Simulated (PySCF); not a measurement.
Electron correlation in Al²⁺ (aluminium, charge +2)

[Ne] 3p1, 2P determinant (an excited configuration). Calculation: PySCF 2.14, in ANO-RCC-VTZP (5s4p2d1f, 34 functions); the spin-free X2C one-electron Hamiltonian (Gaussian nucleus). Frozen: 1s2; 9 electrons correlated.

```csv
level,correlation energy (mhartree)
CCSD,-206.15
(T),-0.37
CCSD(T),-206.52
```

Diagnostics: T1 = 0.0021, D1 = 0.0042, largest double amplitude 0.019.

Problem. Is a single reference adequate?

Solution. Yes: T1 lies below 0.03 and no double amplitude reaches 0.07.
